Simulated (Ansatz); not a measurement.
C3H4AlN, SMILES `C=C=C=[N][AlH2]`. Charge 0, multiplicity 1. The structure was optimised at the PBE0-D4/def2-TZVP level.

```xyz
9

C    -0.966   -1.889   -1.729
C    -0.490   -0.991   -0.903
C    -0.046   -0.107   -0.095
N     0.380    0.727    0.668
Al    0.993    1.948    1.782
H    -2.031   -1.967   -1.948
H    -0.322   -2.605   -2.239
H     1.083    1.545    3.303
H     1.399    3.339    1.160
```

What is the dipole moment at PBE/def2-TZVPP? (An estimate is asked.)

Computed: 0.93 D, with components (-0.35, -0.63, -0.58) D in this frame, pointing from negative to positive charge.

And with r2SCAN, B3LYP, ωB97M-V? (Best estimate.)

Computed: r2SCAN 0.90 D, B3LYP 0.79 D, ωB97M-V 0.61 D.

Give the Mulliken charges with PBE, ωB97M-V, B3LYP in def2-TZVPP. (Estimate.)

The calculation gave: 
```json
{"atom": "C1", "PBE": "-0.12", "ωB97M-V": "-0.13", "B3LYP": "-0.14"}
{"atom": "C2", "PBE": "-0.19", "ωB97M-V": "-0.23", "B3LYP": "-0.24"}
{"atom": "C3", "PBE": "0.08", "ωB97M-V": "0.21", "B3LYP": "0.18"}
{"atom": "N4", "PBE": "-0.11", "ωB97M-V": "-0.27", "B3LYP": "-0.21"}
{"atom": "Al5", "PBE": "0.33", "ωB97M-V": "0.38", "B3LYP": "0.41"}
{"atom": "H6", "PBE": "0.12", "ωB97M-V": "0.13", "B3LYP": "0.13"}
{"atom": "H7", "PBE": "0.12", "ωB97M-V": "0.13", "B3LYP": "0.13"}
{"atom": "H8", "PBE": "-0.11", "ωB97M-V": "-0.11", "B3LYP": "-0.13"}
{"atom": "H9", "PBE": "-0.11", "ωB97M-V": "-0.11", "B3LYP": "-0.13"}
```

B3LYP here is the variant with VWN-RPA as its local correlation; programs differ in this.
